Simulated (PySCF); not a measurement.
Species: C6H14N (doublet state).
Z-matrix (Å and degrees, GFN2-xTB geometry), rows numbered from 1:
```
C 
C   1  1.4729
C   2  1.5410  1  113.95
C   3  1.5288  2  110.24  1   161.03
C   3  1.5424  2  111.00  1   -75.28
C   5  1.5245  3  110.87  2    67.23
N   5  1.4575  3  110.01  2   -53.45
H   1  1.0741  2  119.94  3   -47.75
H   1  1.0729  2  120.69  3   145.55
H   2  1.1024  1  109.55  3   119.52
H   2  1.0907  1  110.21  3  -122.42
H   3  1.0951  2  108.82  1    42.46
H   4  1.0879  3  110.35  2   -65.33
H   4  1.0888  3  110.80  2   174.91
H   4  1.0877  3  110.78  2    54.24
H   5  1.1095  3  107.19  2  -175.15
H   6  1.0870  5  110.37  3    65.20
H   6  1.0920  5  108.85  3   -54.03
H   6  1.0878  5  110.75  3  -174.25
H   7  1.0137  5  110.17  3   176.10
H   7  1.0138  5  110.43  3   -64.99
```

The hyperfine couplings belong to this conformer and change with its torsions.

As a line formula: `[CH2]C[C@@H](C)[C@H](C)N` [radical].

Theory: UKS B3LYP, pcH-1 on C H N, non-relativistic, mean-field spin-orbit, GIAO (PySCF). One conformer (not necessarily the lowest) at the GFN2-xTB geometry, without solvent, vibrations or thermal averaging. The geometry wasn't refined by DFT: couplings that depend on bond lengths, twists or pyramidal angles can differ widely from those at the functional's own minimum. No stability test was run, so a lower SCF solution isn't excluded.

The largest Mulliken spin populations are on C1 (+1.05), C2 (-0.09) and H10 (+0.06). C1 is the only atom above +0.15. The angles at C1 add up to 358.7°, so it is planar; its axial dipolar tensor and the negative couplings of its protons fit spin in a p orbital normal to that plane.

**Question.** Find Q in a(H) = Q·ρ(C) for the protons on the planar carbons that carry spin.

**Answer.** 
```
 H   C    ρ(C)  a(H) (G)  a/ρ (G)
H8  C1  +1.052    -21.13    -20.1
H9  C1  +1.052    -21.99    -20.9
```

These protons share one ρ (within 0.01), so their mean ratio, Q = -20.5 G, is no test of linearity.

**Question.** How do the β-proton couplings of this frozen conformer go with θ, the angle between the C–H bond and the normal to the plane of the spin centre's three neighbours, both seen down the bond from centre to carbon?

**Answer.** 
| β H | on | centre | θ (°) | cos²θ | a (G) |
| --- | --- | --- | --- | --- | --- |
| H10 | C2 | C1 | 12 | 0.96 | +56.27 |
| H11 | C2 | C1 | 74 | 0.08 | +6.56 |

Couplings in gauss use g_iso = 2.0026.

Hardware: an Arm Neoverse V1 with one thread, shared host with 32 logical CPUs at a one-minute load of 13. Cost: 90 s of wall time (grids of density and orbitals included), 0.97 GiB resident at most.
